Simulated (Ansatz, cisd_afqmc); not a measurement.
Species: SbH₃, charge 0, singlet. SbH3 (SMILES [SbH3]).
B3LYP-D3(BJ)/def2-TZVP minimum from Ansatz (a first-principles code):
```xyz
4

Sb     0.0002    -0.0006     0.0536
H     -0.9113    -1.0773    -0.9195
H     -0.4909     1.3395    -0.8952
H      1.3919    -0.2329    -0.9192
```
Charge 0, spin multiplicity 1.

Total energies in def2-TZVPP, 8 correlated electrons, 9 frozen orbitals. Radicals and triplets start from unrestricted determinants; spin-orbit coupling is neglected. Correlated methods leave the cores frozen (noble-gas shells, and filled d and f shells in the p block). Past Kr the def2 sets carry scalar-relativistic core potentials. AFQMC/CISD: phaseless, guided by CISD from CCSD amplitudes; bars are statistical, one sigma. Outlying blocks are dropped, and bars are widened where a walk drifts. Over all cases where full CI ran beside it in this data, AFQMC minus full CI had a median of +0.1 mEh and passed +0.4 mEh in a tenth of the cases. Spin-orbit terms, left out, reach several kcal/mol for Br and I, and more for heavier atoms.

```json
[
 {"method": "HF", "program": "Ansatz", "energy (Eh)": "-240.98033", "minus CCSDT(Q) (mEh)": "174.11"},
 {"method": "MP2", "program": "Ansatz", "energy (Eh)": "-241.12035", "minus CCSDT(Q) (mEh)": "34.08"},
 {"method": "CCSD", "program": "Ansatz", "energy (Eh)": "-241.14851", "minus CCSDT(Q) (mEh)": "5.93"},
 {"method": "CCSD(T)", "program": "Ansatz", "energy (Eh)": "-241.15346", "minus CCSDT(Q) (mEh)": "0.98"},
 {"method": "CCSDT(Q)", "program": "Ansatz", "energy (Eh)": "-241.15443", "minus CCSDT(Q) (mEh)": "0.00"},
 {"method": "AFQMC/CISD", "program": "cisd_afqmc", "energy (Eh)": "-241.1544 ± 0.0002", "minus CCSDT(Q) (mEh)": "0.0 ± 0.2"}
]
```

Rough core times of Ansatz's runs on a shared machine: CCSD(T) under 20 s, CCSDT(Q) 50 s.
